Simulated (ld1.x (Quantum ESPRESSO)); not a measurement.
What one change does to a pseudopotential (Ga, ultrasoft)

ld1.x (Quantum ESPRESSO) 7.5 input, shortened:

```
&input
   title='Ga', zed=31., rel=1, dft='REVPBE', iswitch=3,
   config='[Ar] 3d10 4s2 4p0'
 /
 &inputp
   pseudotype=3, tm=.true., lloc=-1, rcloc=1.70,
   nlcc=.false.,
   which_augfun='PSQ', rmatch_augfun_nc=.true.
 /
4
4S  1  0   2.00   0.00  1.55  1.70  0.0
4S  1  0   0.00   0.25  1.55  1.70  0.0
4P  2  1   0.00   0.00  2.10  2.50  0.0
4P  2  1   0.00   0.70  2.10  2.50  0.0
 &test
   configts(1)='4s2 4p0'
 /
```

All-electron outer shells of the reference configuration (revPBE, scalar-relativistic, ld1.x):

```json
{"shell": "4s", "level (eV)": "-16.22", "outermost node (bohr)": "0.80", "outermost maximum (bohr)": "1.85"}
{"shell": "4p", "level (eV)": "-8.99", "outermost node (bohr)": "0.87", "outermost maximum (bohr)": "2.32"}
```

Change: waves 4s (bound): rcut 1.55, rcutus 2.56 bohr; 4s channel at 0.25 Ry: rcut 1.55, rcutus 2.56 bohr.

Cutoffs: the cutoffs (Ry, on a coarse ladder) from which the occupation-weighted sum of valence levels, in a spherical-Bessel basis at the reference potential, stays within 10 and 1 mRy of its value at 400 Ry; they do not see the model core or the augmentation charge, which bear on the density cutoff. Errors are all-electron minus pseudo energies relative to the spin-unpolarised reference configuration.

Q: Predict the effect on cutoff, ghosts and configuration errors.

A: The potential gets softer (10 Ry and 15 Ry → 6 Ry and 8 Ry); of the 7 tests that both files solve, the error grows in 2 and shrinks in 0 by more than 15 % and 0.3 meV (median size 26.7 → 30.0 meV); neither file shows a bound ghost. A larger radius leaves more room for a smooth pseudo-wave, so fewer plane waves are needed.

```csv
quantity,base,changed
"cutoff, loose",10 Ry,6 Ry
"cutoff, tight",15 Ry,8 Ry
bound ghosts,none,none
"error for 4s2 4p1, meV [ΔE -5.62 eV]",+19,+21
"error for 4s1 4p0, meV [ΔE 20.98 eV]",+15,+20
"error for 4s2 4p0.5, meV [ΔE -3.62 eV]",+6.1,+7.0
"error for 4s1 4p2, meV [ΔE 0.89 eV]",+75,+85
"error for 4s1 4p1, meV [ΔE 7.35 eV]",+28,+33
"error for 4s2 4p1.3, meV [ΔE -6.14 eV]",+27,+30
"error for 4s0 4p3, meV [ΔE 7.68 eV]",+222,+211
lowest overlap eigenvalue by channel,"s 0.45, p 0.63","s 0.33, p 0.63"
```
